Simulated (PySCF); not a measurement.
Identify the unknown among the candidates.

All candidates are C6H6FP.

| technique | computed result |
| --- | --- |
| Rotational structure | rotational constants A, B, C: 2.496, 1.865, 1.074 GHz [GFN2-xTB] |
| Triplet | lowest triplet excitation (Tamm–Dancoff): 3.25 eV [TDA B3LYP/def2-SVPD] |
| Polarisability | 94.1 au [B3LYP/def2-SVPD] |
| NMR, other nuclei | isotropic shieldings of nuclei other than C and H, by class: 269 (1 F), 77 (1 P) ppm [GIAO PBE0/pcSseg-1] |
| 13C NMR | chemical shifts (computed TMS as zero) by class: 173.1 (1 C), 164.0 (1 C), 160.4 (1 C), 140.2 (1 C), 124.0 (1 C), 21.6 (1 C) ppm [GIAO PBE0/pcSseg-1] |
| 1H NMR | chemical shifts (computed TMS as zero) by class: 8.78 (1 H), 8.10 (1 H), 7.48 (1 H), 2.86 (3 H) ppm [GIAO PBE0/pcSseg-1] |

Gas-phase values; electronic properties from PySCF, density fitting. Levels stand in brackets. Geometry: GFN2-xTB; no solvent, vibrations or thermal averaging. Each NMR value is the plain mean over a class of atoms that symmetry, rotation or inversion makes alike.

Question: Which candidate is it?
A. `Cc1cc(F)ccp1`
B. `Cc1pcccc1F`
C. `Cc1cccc(F)p1`

Answer: B. It is `Cc1pcccc1F`. Numbering: `[CH3:1][c:2]1[p:3][cH:4][cH:5][cH:6][c:7]1[F:8]`. 6 carbons fall into 6 classes; from least to most shielded: aromatic C–F carbon [C7] (173.1 ppm), substituted aromatic carbon [C2] (164.0 ppm), aromatic CH carbon [C4] (160.4 ppm), aromatic CH carbon [C5] (140.2 ppm), aromatic CH carbon [C6] (124.0 ppm), benzylic-type carbon [C1] (21.6 ppm). Hydrogen classes from least to most shielded: 1 H on an aromatic CH carbon, C4 (8.78 ppm), 1 H on an aromatic CH carbon, C5 (8.10 ppm), 1 H on an aromatic CH carbon, C6 (7.48 ppm), 3 H on a benzylic-type carbon, C1 (2.86 ppm). The other shieldings belong to: 269 ppm, aryl fluorine [F8]; 77 ppm, phosphorus bonded to 2 C [P3]. The optimised geometry has point group Cs and is an asymmetric top.

The others, at the same levels:
- `Cc1cc(F)ccp1` fails: its computed 13C shifts are 184.2 (1 C), 174.3 (1 C), 167.5 (1 C), 128.5 (1 C), 125.4 (1 C), 27.5 (1 C) ppm, rotational constant A is 2.776 GHz (against 2.496 GHz) and smallest rotational constant is 0.987 GHz (against 1.074 GHz).
- `Cc1cccc(F)p1` fails: its computed 13C shifts are 211.0 (1 C), 182.0 (1 C), 137.4 (1 C), 136.0 (1 C), 124.6 (1 C), 27.7 (1 C) ppm, 1H shifts are 7.83 (1 H), 7.80 (1 H), 7.61 (1 H), 2.89 (3 H) ppm and rotational constant A is 3.034 GHz (against 2.496 GHz).
